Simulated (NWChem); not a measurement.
Polarisability of H$_{3}$Al

```
Al
H 1 1.6008
H 1 1.6008 2 120.00
H 1 1.6008 2 120.00 3 180.00
```
Charge 0, spin multiplicity 1.

Everything below was run with NWChem. Structure: optimised with PBE/def2-SVP, a minimum by its harmonic frequencies.

Basis set: 6-31G*. The field's frequency is 0.0773 Ha (589 nm). This basis has no diffuse functions, which lowers polarisabilities.

| method | isotropic polarisability (bohr³) | difference from CCSD linear response |
|---|---|---|
| CCSD linear response | 23.97 | 0.00 |
| PBE | 25.47 | +1.50 |
| LDA (SVWN5) | 25.93 | +1.96 |
| HF | 22.22 | -1.75 |
| B3LYP | 24.43 | +0.46 |

The values span 3.71 bohr³, from HF (lowest) to LDA (SVWN5) (highest). 

The correlated methods keep 5 core orbitals frozen. B3LYP has NWChem's definition, with VWN1-RPA local correlation. The Pople sets run with spherical d functions. The structure started from a generated list of species. No row is a measurement; the coupled-cluster row has its own basis-set and correlation limits.
